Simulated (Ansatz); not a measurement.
Program: Ansatz. Geometries: PBE0-D4/def2-TZVP. ΔE: electronic, gas phase. CCSD(T)/CBS is the MP2 limit (def2-TZVPP, def2-QZVPP) plus CCSD(T) − MP2 in def2-TZVPP, frozen cores. This one scheme is used for every species. Functionals use def2-TZVPP. HSE06 is defined as in plane-wave codes. Each species was taken in one conformer, which may not be the lowest.

Reaction (ligand exchange at a B–C bond): `N=C(Cl)BN` + `CBN` → `CBNBN` + `N=CCl`

`N=C(Cl)BN`:

Cartesian coordinates in Å:
```
N -0.851 0.435 1.871
C -0.540 -0.080 0.776
Cl -1.299 -1.619 0.221
B 0.525 0.544 -0.213
N 0.813 -0.083 -1.405
H -1.553 -0.088 2.394
H 1.061 1.561 0.102
H 0.364 -0.943 -1.681
H 1.480 0.274 -2.066
```

`CBN`:

```xyz
9

C     0.370   -1.010   -0.477
B     0.182    0.179    0.528
N    -0.653    1.257    0.248
H     0.088   -1.957   -0.004
H     1.426   -1.120   -0.745
H    -0.204   -0.911   -1.403
H     0.758    0.196    1.583
H    -0.787    2.028    0.878
H    -1.180    1.337   -0.607
```

`CBNBN`:

Cartesian coordinates in Å:
```
C -2.230 0.445 0.284
B -0.768 0.180 -0.207
N 0.288 -0.121 0.673
B 1.678 -0.385 0.372
N 2.175 -0.377 -0.931
H -2.560 1.443 -0.028
H -2.366 0.365 1.366
H -2.925 -0.252 -0.199
H -0.520 0.233 -1.385
H 0.054 -0.159 1.654
H 2.430 -0.621 1.276
H 1.606 -0.189 -1.739
H 3.139 -0.562 -1.135
```

`N=CCl`:

```xyz
5

N     0.923    0.029   -0.361
C    -0.236    0.076    0.097
Cl   -0.982    1.588    0.481
H     1.202   -0.937   -0.528
H    -0.907   -0.757    0.311
```

```
             level  ΔE (eV)
         revPBE-D4    -0.33
          HSE06-D4    -0.42
          PBE-QIDH    -0.47
             HSE06    -0.43
             BHLYP    -0.51
SCS-MP2/def2-TZVPP    -0.45
     HF/def2-QZVPP    -0.62
    MP2/def2-QZVPP    -0.44
```

(1) What does CCSD(T)/CBS give? (An estimate is asked.)

Largest T1 diagnostic among the species: 0.014.

Results:

(1) The calculation gave: -0.43 eV. The listed levels differ from it by 0.10, 0.01, -0.04, 0.00, -0.08, -0.02, -0.19, -0.01 eV.

At CCSD(T), def2-SVP lies −0.04 eV from the extrapolated value and def2-TZVPP −0.00 eV. From BLYP to BHLYP (50 % exact exchange), in def2-TZVPP and without D4, ΔE moves by −0.14 eV. In def2-TZVPP, CCSD(T) changes the Hartree–Fock value by +0.17 eV (the triples alone add +0.04 eV) and MP2 by +0.16 eV.
